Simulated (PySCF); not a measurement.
## Computed data sheet: `C1=CC(=CS1(=O)=O)C1CCC1`

Compound: C₈H₁₀O₂S.
Geometry (PBE0-D3(BJ)/def2-SVP, Å), atoms numbered from 1 in this order:
```
atom  x, y, z in Å
O1     4.0317   -0.8140   -0.2087
S2     3.0326   -0.1719    0.6371
O3     3.2688   -0.0461    2.0703
C4     2.5760    1.4128   -0.0478
C5     1.3040    1.3748   -0.4502
C6     0.6210    0.0706   -0.2308
C7    -0.8052   -0.0933   -0.6103
C8    -1.5893   -1.3582   -0.2236
C9    -2.8185   -0.4640    0.0252
C10   -1.8714    0.7435    0.1460
C11    1.4167   -0.8495    0.3343
H12    3.3024    2.2244   -0.0838
H13    0.7781    2.2173   -0.9053
H14   -0.9012    0.0980   -1.6944
H15   -1.6652   -2.1638   -0.9682
H16   -1.2094   -1.7829    0.7186
H17   -3.4502   -0.3899   -0.8732
H18   -3.4617   -0.6987    0.8853
H19   -1.5607    0.9120    1.1887
H20   -2.1833    1.7034   -0.2913
H21    1.2003   -1.8799    0.6129
```

Among its groups: C=C double bond, sulfone and cyclobutane ring.

PBE0-D3(BJ)/def2-SVP geometry optimisation, gas phase (PySCF):

- Point group: C1
- Rotational constants A, B, C: 2.550, 0.529, 0.500 GHz

wB97X-D/def2-SVPD ground state and vertical TDDFT (core frozen in the response) (PySCF):

- Dipole moment: 6.28 D
- HOMO energy: -9.33 eV
- LUMO energy: -0.58 eV
- HOMO–LUMO gap: 8.75 eV
- Lowest singlet excitation: 4.31 eV (288 nm, f = 0.018)
- Strongest line among the 10 lowest singlet transitions: S3 at 5.67 eV (219 nm, f = 0.103)
- Lowest triplet excitation (Tamm–Dancoff): 2.79 eV
- Static isotropic polarisability: 113.8 au
- Electronic spatial extent ⟨r²⟩ about the centre of nuclear charge: 2304 bohr²

**CAM-B3LYP/pcSseg-2 ground state and GIAO shieldings, non-relativistic (PySCF)**

* 13C chemical shifts (computed TMS as zero) by class: 163.0 (C6), 152.2 (C4), 141.2 (C5), 139.1 (C11), 39.5 (C7), 29.0 (C8/C10), 20.0 (C9) ppm
* 1H chemical shifts (computed TMS as zero) by class: 6.61 (H12), 6.42 (H13), 6.12 (H21), 2.92 (H14), 2.13 (H15/H20), 2.01 (H17), 1.90 (H16/H19), 1.81 (H18) ppm
* Isotropic shieldings of nuclei other than C and H, by class: 150 (O1/O3), 110 (S2) ppm

Monoisotopic mass (most abundant isotopes): 170.0402 u.

The largest Löwdin shares of the HOMO are 0.27 on C11, 0.18 on C4, 0.17 on C6 and 0.12 on C5. S1 lies 4.44 eV below the HOMO–LUMO gap; its leading configuration is HOMO→LUMO, weight 0.98. The 10 singlets span 4.31 to 7.45 eV, and their oscillator strengths add up to 0.30. The polarisability is 16.86 Å³ as a volume (1 au = 0.148185 Å³), or 1.26 au for each of the 90 electrons. No computed singlet falls in the visible range (750 to 380 nm, 1.65 to 3.26 eV); S1 lies 1.05 eV above its blue end.

 NMR classes are plain means over equivalent atoms (diastereotopic ones count apart unless rotation or inversion swaps them), as if these changed places fast; in this geometry the members of some classes differ.

For the NMR shielding job (CAM-B3LYP/pcSseg-2), time: 2.0 min wall, 4.5 min CPU; peak memory 5.0 GiB. Hardware: AMD EPYC 9R45, 2 threads, no GPU, shared host with 96 logical CPUs at a one-minute load of 52.

One conformer stands for the species.
